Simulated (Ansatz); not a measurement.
Ansatz (a program for electronic structure) input (MP2/6-31G* with LANL2DZ past Ar): The .json file joins the Basis Set Exchange's 6-31G* for atoms up to Ar and LANL2DZ past it.

Ansatz 0.2 input:
```yaml
crystal:
  periodic: [false, false, false]
  atoms:
    - {symbol: Cd, position_ang: [-0.25348114, -0.15121435, -0.20638745]}
    - {symbol: C, position_ang: [1.29567546, 0.77293611, 1.05495482]}
    - {symbol: H, position_ang: [1.75467220, -0.08341125, 1.53686241]}
    - {symbol: H, position_ang: [0.71897939, 1.41798297, 1.70885077]}
    - {symbol: H, position_ang: [1.91939039, 1.28610057, 0.33115536]}
basis:
  gaussian:
    orbitals: 6-31Gs+LANL2DZ.json
total_charge: 1
magnetization: {spin_polarized: false}
correlation: {method: mp2, electrons: outside_noble_gas}
relax: {f_tol: 0.003, max_steps: 120}
```

From the last part of the output:

```
these checks for a lower state are left out or cut short: starts, cluster_reference, orbital_swaps, neighbouring_geometries, increment
integrals: 0.01 GiB planned
554 factors; integrals over basis functions are off by at most 4.0e-4 eV
mean field: 0.06 GiB planned
mean field -2337.04038461 eV, -85.8846500315 hartree, gradient 2.2e-6 eV, S^2 0.000000; 0 other end points of the search recorded, 0 dependent functions left out; unrestricted orbitals would lower it
1 core orbitals not correlated
reference -2337.04038461 eV, -85.8846500315 hartree; 9, 9 occupied and 29, 29 virtual orbitals, 554 factors
densities: 0.06 GiB planned
second order -5.58019954 eV of doubles, -0.00000000 eV of singles
the calculation of the forces begins
relax step   5: F+E_penalty+E_count = -2342.62058415 eV  Δ(F+E_penalty+E_count) = -4.828e-4 eV  max|allowed force component| = 9.535e-4 eV/Å  Δτ_max = 0.0038 Å  (35 SCF iters, accepted)
these checks for a lower state are left out or cut short: cluster_reference
integrals: 0.01 GiB planned
554 factors; integrals over basis functions are off by at most 4.0e-4 eV
mean field: 0.06 GiB planned
mean field evaluation 64: about -2337.0404 eV, gradient 4.3e-4 eV
mean field -2337.04038461 eV, -85.8846500315 hartree, gradient 2.2e-6 eV, S^2 0.000000; 1 other end points of the search recorded, 0 dependent functions left out; unrestricted orbitals would lower it
1 core orbitals not correlated
reference -2337.04038461 eV, -85.8846500315 hartree; 9, 9 occupied and 29, 29 virtual orbitals, 554 factors
densities: 0.06 GiB planned
second order -5.58019954 eV of doubles, -0.00000000 eV of singles
the calculation of the forces begins
Total energy: -2342.62058415 eV, -86.0897185823 hartree
Atom 0 at    -0.250967    -0.149715    -0.204341 Å, force     0.000197     0.000118     0.000160 eV/Å
Atom 1 at     1.279909     0.763531     1.042118 Å, force    -0.000954    -0.000569    -0.000776 eV/Å
Atom 2 at     1.758452    -0.078673     1.539702 Å, force     0.000322    -0.000079     0.000288 eV/Å
Atom 3 at     0.725035     1.419422     1.711312 Å, force     0.000074     0.000281     0.000329 eV/Å
Atom 4 at     1.922808     1.287829     0.336644 Å, force     0.000361     0.000249    -0.000001 eV/Å
Dipole moment:    -0.166669    -0.099426    -0.135704 e Å
Checks for a lower state left out: cluster_reference
```

The dipole moment of an ion depends on the origin.
